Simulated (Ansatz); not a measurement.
Species: C$_{2}$H$_{8}$ClSi$_{2}$, net charge 0, doublet state. It need not be the lowest isomer of its formula. 
Geometry from a B3LYP-D3(BJ)/def2-TZVP (Ansatz, a quantum-chemistry and plane-wave program) optimisation:
SMILES: C[SiH](C)[SiH]Cl
```xyz
13

C     -0.0735    -2.3090     0.4357
Si     0.6812    -0.9812    -0.6612
C      2.3147    -0.3750     0.0351
Si    -0.7712     0.8595    -0.8248
Cl    -1.0706     1.6026     1.1084
H      0.6142    -3.1518     0.5418
H     -0.2794    -1.9086     1.4299
H     -1.0099    -2.6834     0.0199
H      0.8676    -1.5032    -2.0412
H      2.7778     0.3610    -0.6236
H      2.1630     0.0920     1.0101
H      3.0116    -1.2064     0.1615
H     -2.1304     0.5641    -1.3610
```
Charge 0, spin multiplicity 2.

Dipole moments at this geometry, in debye (magnitudes).

```csv
level,program,dipole (D)
revPBE/def2-TZVPD,Ansatz,1.87
r2SCAN/def2-TZVPD,Ansatz,1.88
B97M-V/def2-TZVPD,Ansatz,1.83
HSE06/def2-TZVPD,Ansatz,…
wB97X-V/def2-TZVPD,Ansatz,1.92
CCSD(T)/aug-cc-pV(D+d)Z,Ansatz,…
```

### Question
Fill in the missing entries.

### Answer

- HSE06/def2-TZVPD, dipole (D): 1.91
- CCSD(T)/aug-cc-pV(D+d)Z, dipole (D): 1.86
